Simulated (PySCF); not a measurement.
## Working out the ionisation energy of I⁺

I⁺ [Kr] 4d10 5s2 5p4 (3P) → I²⁺ [Kr] 4d10 5s2 5p3 (4S). Calculation: PySCF 2.14, in x2c-TZVPall (8s6p4d2f, 60 functions); the spin-free X2C one-electron Hamiltonian (Gaussian nucleus). Frozen: [Kr] 4d10. Energies in hartree (1 hartree = 27.21139 eV):

```csv
part,I⁺ (lower),I²⁺ (upper)
UHF,-7112.307628,-7111.656521
MP2 opposite-spin,-0.063771,-0.044991
MP2 same-spin,-0.018447,-0.015762
```

Q: What does Hartree-Fock give?

A: (-7111.656521) − (-7112.307628) = 0.651107 hartree = 17.718 eV.

Q: What do MP2 and SCS-MP2 (6/5 opposite-spin, 1/3 same-spin) give?

A: The opposite-spin parts differ by 0.511 eV and the same-spin parts by 0.073 eV. MP2: 17.718 + (0.511) + (0.073) = 18.302 eV. SCS-MP2: 17.718 + 1.2 × (0.511) + (0.073)/3 = 18.356 eV.

Measured between the centres of the two terms (NIST): 18.750 eV, so MP2 (valence) is off by -0.448 eV.

What remains against the reference includes basis incompleteness, the frozen core and correlation beyond second order.
